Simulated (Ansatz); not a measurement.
Geometry optimisation, RKS PBE0/def2-SVP in Ansatz.

Input file:

```yaml
crystal:
  periodic: [false, false, false]
  atoms:
    - { symbol: Ge, position_ang: [0.0, 0.0, 0.0] }
    - { symbol: F, position_ang: [0.0, 0.0, 2.03] }
    - { symbol: O, position_ang: [1.6691, 0.0, -0.5894] }
    - { symbol: H, position_ang: [1.9855, -0.9521, -0.7061] }
    - { symbol: Cl, position_ang: [-1.0456, 1.8115, -0.7393] }
    - { symbol: F, position_ang: [-0.7913, -1.3709, -0.5594] }
    - { symbol: O, position_ang: [0.776, 1.8046, 0.6527] }
    - { symbol: H, position_ang: [1.567, 1.6327, 1.2567] }
    - { symbol: H, position_ang: [0.47, 1.0931, 1.7453] }
basis:
  gaussian: { orbitals: def2-SVP }
hamiltonian:
  xc: pbe0
relax:
  f_tol: 0.15
  max_steps: 25
  restrain:
    - { distance: [0, 6], at: 2.97, k: 30.0 }
    - { distance: [8, 1], at: 2.12, k: 30.0 }
    - { distance: [0, 1], at: 1.68, k: 30.0 }
    - { distance: [8, 6], at: 1.01, k: 30.0 }
```

Launched with:

```bash
$ ansatz run input.yaml --threads 4 --pin off --max-ram 5120MiB --backend cpu --events-out ev --progress --plain --runs-dir out
```

**Question.** Where does it end, and by what steps?

**Answer.** The run converged. The restraints hold the end off the free minimum; the threshold counts their pulls, which the force column leaves out. Restrained pairs: Ge1–O7 (2.07 → 2.96 Å), F2–H9 (1.22 → 2.12 Å), Ge1–F2 (2.03 → 1.70 Å), O7–H9 (1.34 → 0.98 Å). After 8 steps the energy has fallen by 3.659 eV (the restraints' own energy left out); O7 moved furthest, 0.84 Å.

| step | energy less start (eV) | largest force component (eV/Å) | accepted |
| --- | --- | --- | --- |
| 0 | 0.0000 | 6.456 | yes |
| 1 | -0.9004 | 5.621 | yes |
| 2 | -1.7597 | 6.362 | yes |
| 3 | -2.6284 | 4.739 | yes |
| 4 | -3.3701 | 2.286 | yes |
| 5 | -3.6085 | 0.737 | yes |
| 6 | -3.6391 | 0.690 | yes |
| 7 | -3.6542 | 0.671 | yes |
| 8 | -3.6588 | 0.708 | yes |

```xyz
9
Properties=species:S:1:pos:R:3
Ge -0.150 -0.101 -0.082
F -0.423 -0.111 1.599
O 1.562 -0.083 -0.420
H 1.830 -0.911 -0.842
Cl -1.323 1.346 -1.051
F -0.693 -1.656 -0.586
O 1.112 2.174 1.329
H 1.957 1.765 1.104
H 0.759 1.596 2.041
```

The run took 33 s on 4 threads of Intel(R) Xeon(R) Platinum 8259CL CPU @ 2.50GHz (Skylake/Cascade Lake) (shared host), peak memory 0.35 GiB.
